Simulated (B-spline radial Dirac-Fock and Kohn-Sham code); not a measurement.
**How the binding energies of Dy¹⁰⁺ add up**

System: the Dy¹⁰⁺ ion in the configuration [Kr] 4d10 4f8 5s2; nuclear rms radius 5.2218 fm (A = 164).

The computed values come from a radial B-spline solver: Dirac-Fock energy differences between relaxed states, corrected for Breit and QED terms. Correlation and solid-state effects are left out. Energies are counted from the vacuum level.

All terms are in eV, carry their sign (relaxation lowers the binding energy) and add up to the binding energy; ⟨r⟩ is the mean radius of the orbital in the initial state.

| subshell | −ε (Koopmans) | relaxation | Breit | QED | binding energy | ⟨r⟩ (bohr) |
| --- | --- | --- | --- | --- | --- | --- |
| 1s | 54284.6 | -74.01 | -157.11 | -81.54 | 53971.9 | 0.021 |
| 2s | 9305.6 | -40.60 | -16.69 | -11.26 | 9237.0 | 0.089 |
| 2p1/2 | 8837.4 | -44.70 | -27.73 | 0.35 | 8765.3 | 0.074 |
| 2p3/2 | 8035.0 | -42.43 | -17.50 | -0.87 | 7974.2 | 0.081 |
| 3s | 2257.6 | -19.40 | -2.90 | -2.52 | 2232.8 | 0.233 |
| 3p1/2 | 2053.3 | -20.20 | -4.99 | 0.04 | 2028.1 | 0.223 |
| 3p3/2 | 1883.4 | -19.13 | -2.90 | -0.20 | 1861.2 | 0.237 |
| 3d3/2 | 1537.8 | -21.31 | -2.05 | 0.22 | 1514.6 | 0.209 |
| 3d5/2 | 1501.1 | -20.90 | -1.25 | 0.11 | 1479.1 | 0.213 |
| 4s | 607.1 | -5.62 | -0.62 | -0.59 | 600.2 | 0.528 |
| 4p1/2 | 524.2 | -5.47 | -1.04 | 0.02 | 517.7 | 0.540 |
| 4p3/2 | 485.6 | -4.89 | -0.56 | -0.03 | 480.1 | 0.568 |
| 4d3/2 | 348.8 | -4.50 | -0.30 | 0.05 | 344.1 | 0.595 |
| 4d5/2 | 341.7 | -4.30 | -0.14 | 0.03 | 337.2 | 0.605 |
| 4f | 179.9 | -3.33 | 0.07 | 0.03 | 176.7 | 0.698 |
| 5s | 200.9 | -0.46 | -0.14 | -0.12 | 200.2 | 1.170 |

For the deepest level, K (1s), the Breit terms make up -0.291 % of the binding energy, QED -0.151 % and orbital relaxation -0.137 %.

Spin-orbit splittings: 2p 791.1 eV, 3p 166.9 eV, 3d 35.53 eV, 4p 37.59 eV, 4d 6.82 eV.

Going to the tabulated ground configuration of the next ion removes an electron from N6,7 (4f), computed at 176.7 eV. NIST lists 192 ± 10 eV as the ionisation energy of this species (theoretical), +15.31 eV from the computed value. Where a p, d or f shell is open in either ion the computed value averages over both j values and all terms, while the table refers to the lowest levels; that difference holds spin-orbit splitting (largest in heavy or highly charged ions), term energies where several electrons share open shells, and correlation, and it can reach 10 % or more.
